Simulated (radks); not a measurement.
Problem. All-electron atom: Nd0.625+ in [Kr] 4d10 4f4 5s1.375 5p6 6s2 (fractional occupations, a model configuration). Method: Dirac Kohn-Sham, LDA (Slater exchange, Perdew-Wang correlation), spin-unpolarised, spherical densities, point nucleus; open shells are shared between the two j in proportion to 2j + 1; computed with a radial shooting solver on a logarithmic mesh with Libxc functionals.

Spin-orbit splittings of the eigenvalues, e(l+1/2) - e(l-1/2), with zeta = 2 splitting/(2l+1) and mean radii in bohr:

shell  occ.  splitting (eV)  zeta (eV)  <r> j=l-1/2  <r> j=l+1/2
2p        6           519.4      346.3      0.08425      0.09066
3p        6               ?          ?       0.2558       0.2683
3d       10           22.43      8.972       0.2395       0.2434
4p        6           22.61      15.07       0.6240       0.6526
4d       10           3.992      1.597       0.7017       0.7120
4f        4          0.4199     0.1200        1.054        1.069
5p        6           3.197      2.131        1.640        1.728

Estimate the 3p splitting.

Solution. 103.7 eV (zeta = 69.10 eV).
